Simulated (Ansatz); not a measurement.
Molecule: sum formula SiN2H4F2, net charge 0, singlet state. 
Structure (B3LYP-D3(BJ)/def2-TZVP (Ansatz, a quantum-chemistry and plane-wave program) minimum search):
```
Si
F 1 1.5973
F 1 1.5973 2 103.82
N 1 1.6874 2 104.95 3 122.72
H 4 1.0061 1 121.82 2 175.88
H 4 1.0065 5 112.67 1 -158.37
N 1 1.6874 2 116.46 3 -114.78
H 7 1.0061 1 121.82 2 -69.98
H 7 1.0065 8 112.67 1 -158.37
```
Charge 0, spin multiplicity 1.

Total electronic energies in hartree. Cores are frozen in the correlated levels unless marked. Spin-orbit coupling is left out. No relativistic terms. CBS(X,Y): correlation extrapolated as X^-3; Hartree-Fock from the larger set. [CCSD(T)-MP2]/basis is that difference in the basis named.

```json
[
 {"level": "HF/aug-cc-pV(D+d)Z", "program": "Ansatz", "energy (Eh)": "-599.31106"},
 {"level": "HF/cc-pV(D+d)Z", "program": "Ansatz", "energy (Eh)": "-599.26723"},
 {"level": "HF/cc-pV(Q+d)Z", "program": "Ansatz", "energy (Eh)": "-599.44624"},
 {"level": "PBE-D4/def2-TZVPD", "program": "Ansatz + dftd4", "energy (Eh)": "-600.99541"},
 {"level": "BHLYP/def2-TZVPD", "program": "Ansatz", "energy (Eh)": "-601.33652"},
 {"level": "HSE06/def2-TZVPD", "program": "Ansatz", "energy (Eh)": "-601.00541"},
 {"level": "CAM-B3LYP-D3(BJ)/def2-TZVPD", "program": "Ansatz + dftd3", "energy (Eh)": "-601.39385"},
 {"level": "LC-wPBE-D4/def2-TZVPD", "program": "Ansatz + dftd4", "energy (Eh)": "-601.21227"},
 {"level": "B2PLYP-D4/def2-TZVPD", "program": "Ansatz + dftd4", "energy (Eh)": "-601.16562"},
 {"level": "RPA@PBE/cc-pV(T+d)Z", "program": "Ansatz", "energy (Eh)": "-600.95958"},
 {"level": "RPA@PBE/cc-pV(Q+d)Z", "program": "Ansatz", "energy (Eh)": "-601.14834"},
 {"level": "MP2/cc-pV(T+d)Z", "program": "Ansatz", "energy (Eh)": "-600.45815"},
 {"level": "CCSD/STO-3G", "program": "Ansatz", "energy (Eh)": "-591.74990"},
 {"level": "RI-MP2/CBS(aug-cc-pV(T+d)Z,aug-cc-pV(Q+d)Z)+[CCSD(T)-MP2]/aug-cc-pV(D+d)Z", "program": "Ansatz", "energy (Eh)": "-600.6965"},
 {"level": "RI-MP2/CBS(aug-cc-pV(T+d)Z,aug-cc-pV(Q+d)Z)+[CCSD(T)-MP2]/aug-cc-pV(T+d)Z", "program": "Ansatz", "energy (Eh)": "-600.7004"}
]
```

Totals of different functionals don't rank their quality; only differences between species are comparable.
